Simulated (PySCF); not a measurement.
Core binding energy against partial charge

Compound: C6H12O.
Cartesian coordinates in Å at the PBE0-D3(BJ)/def2-SVP level; atoms count from 1:
```xyz
19
C6H12O angstrom
C     -1.2846    2.1328   -0.0621
C     -1.2855    0.6953   -0.4672
C     -0.5099   -0.3035   -0.0150
C     -0.6331   -1.7008   -0.5455
C      0.5491   -0.1408    1.0466
O      1.8136   -0.5938    0.6340
C      2.3894    0.1975   -0.3604
H     -1.1724    2.7844   -0.9446
H     -0.4848    2.3865    0.6463
H     -2.2445    2.4098    0.4062
H     -2.0303    0.4319   -1.2301
H     -0.9282   -2.4000    0.2560
H      0.3380   -2.0593   -0.9221
H     -1.3746   -1.7682   -1.3538
H      0.2840   -0.7634    1.9181
H      0.6112    0.9061    1.3978
H      1.7823    0.2238   -1.2857
H      3.3746   -0.2282   -0.5976
H      2.5315    1.2439   -0.0223
```

Binding energies: PySCF, delta-SCF UKS SCAN, pcX-2 on the ionised atom, pcseg-1 elsewhere, spin-free X2C. Charges: PBE0/pcSseg-1 ground-state density, for the ionised atom.

| atom | environment | C 1s (eV) | Mulliken (e) | IAO (e) | Hirshfeld (e) | ESP (e) |
| --- | --- | --- | --- | --- | --- | --- |
| C2 | alkene CH carbon | 289.98 | -0.137 | -0.154 | -0.048 | -0.099 |
| C3 | fully substituted alkene carbon | 290.08 | -0.455 | -0.018 | -0.005 | +0.125 |
| C4 | allylic carbon | 290.45 | -0.154 | -0.413 | -0.121 | -0.680 |
| C1 | allylic carbon | 290.69 | -0.222 | -0.416 | -0.116 | -0.423 |
| C5 | sp3 carbon bound to oxygen | 291.82 | +0.166 | -0.055 | +0.001 | -0.157 |
| C7 | methoxy carbon | 291.95 | -0.033 | -0.195 | -0.043 | -0.204 |

Problem. Give the correlation coefficient and slope of binding energy on charge for each scheme.

Solution. Mulliken: r = 0.76, slope 3.2 eV per e; Hirshfeld: r = 0.26, slope 4.2 eV per e; IAO: r = 0.12, slope 0.6 eV per e; ESP: r = -0.06, slope -0.2 eV per e. Mulliken charges have the highest r, on only 6 points.

Problem. The point-charge model writes a binding energy as kq + V + constant, with V the potential of the other atoms' charges at the site. What does it give with the IAO charges?

Solution. V = Σ 14.40 eV Å × q/r over all other atoms: +0.11 eV at C2, -2.51 eV at C3, +4.80 eV at C4, +4.99 eV at C1, -0.75 eV at C5, +1.62 eV at C7. Fitting binding energy − V to q gives k = 18.1 eV per e and leaves an rms residual of 0.39 eV, against 0.78 eV for the fit on q alone. The model has no term for differences in relaxation between sites.

Geometry: PBE0-D3(BJ)/def2-SVP, one conformer, isolated molecule.
